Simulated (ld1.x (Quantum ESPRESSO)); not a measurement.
**Gd (Z = 64): excitation energies, all-electron against RRKJ**

gadolinium, norm-conserving RRKJ (Kleinman–Bylander form), made with ld1.x (Quantum ESPRESSO) 7.5 (LDA (PZ), scalar-relativistic). Core [Kr] 4d10, reference 4f7 5s2 5p6 5d1 6s1 6p0 (charge +1). Waves: 5p (bound): rc 1.80 bohr; 5d (bound): rc 2.60 bohr; 4f (bound): rc 0.80 bohr; 5s (bound): rc 2.15 bohr. Local part: the s channel. Core correction: none.

Occupied shells without a wave of their own: 6s. They enter only through the test configuration that unscreens the potential.

Energies are relative to the spin-unpolarised reference configuration 4f7 5s2 5p6 5d1 6s1 6p0; without spin polarisation the order of configurations can differ from experiment. Not all tests gave a result: 4 of 9 tests not solved or not reliable. Left out of the table: 4f7 5s2 5p6 5d1 6s2 6p0 (solver errors, printed error -2781 eV); 4f7 5s2 5p6 5d1.5 6s1.5 6p0 (solver errors, printed error -2791 eV); 4f7 5s2 5p6 5d1 6s1 6p0 (spin-polarised) (solver errors, printed error -2724 eV); 4f7 5s2 5p6 5d1 6s2 6p0 (spin-polarised) (solver errors, printed error -2792 eV).

**Question.** Give the all-electron excitation energy and the error of the potential for: 4f7 5s2 5p6 5d1 6s0 6p0; 4f7 5s2 5p6 5d0 6s0 6p0; 4f7 5s2 5p5 5d1 6s2 6p0; 4f7 5s2 5p6 5d1 6s1 6p1; 4f6 5s2 5p6 5d2 6s1 6p0.

**Answer.**

| valence configuration | charge | ΔE all-electron (eV) | error AE − PS (meV) |
| --- | --- | --- | --- |
| 4f7 5s2 5p6 5d1 6s0 6p0 | +2 | 12.377 | -1963 |
| 4f7 5s2 5p6 5d0 6s0 6p0 | +3 | 32.423 | -2696 |
| 4f7 5s2 5p5 5d1 6s2 6p0 | +1 | 25.591 | +1930 |
| 4f7 5s2 5p6 5d1 6s1 6p1 | 0 | -3.895 | +50 |
| 4f6 5s2 5p6 5d2 6s1 6p0 | +1 | 9.375 | -110 |

Levels in the configuration 4f7 5s2 5p6 5d1 6s1 6p1:

```json
{"level": "4f", "all-electron (eV)": "-10.207", "pseudo (eV)": "-10.271"}
{"level": "5s", "all-electron (eV)": "-51.179", "pseudo (eV)": "-51.220"}
{"level": "5p", "all-electron (eV)": "-28.658", "pseudo (eV)": "-28.687"}
{"level": "5d", "all-electron (eV)": "-3.737", "pseudo (eV)": "-3.764"}
{"level": "6s", "all-electron (eV)": "-5.041", "pseudo (eV)": "-6.375"}
{"level": "6p", "all-electron (eV)": "-1.991", "pseudo (eV)": "-2.073"}
```

These tests converged, but a pseudo level misses the all-electron one widely, so the file describes the atom poorly there or has found another state: 4f7 5s2 5p6 5d1 6s0 6p0: empty 6s by 2.5 eV; 4f7 5s2 5p6 5d0 6s0 6p0: empty 6s by 3.5 eV; 4f7 5s2 5p6 5d1 6s1 6p1: 6s by 1.3 eV; 4f6 5s2 5p6 5d2 6s1 6p0: 6s by 2.2 eV. The 6s level has no wave, so the channel is fitted at the deeper level alone: the likely source of the large errors.

The potential misses its own reference levels by up to 1.5 eV, so it is not fit for use.
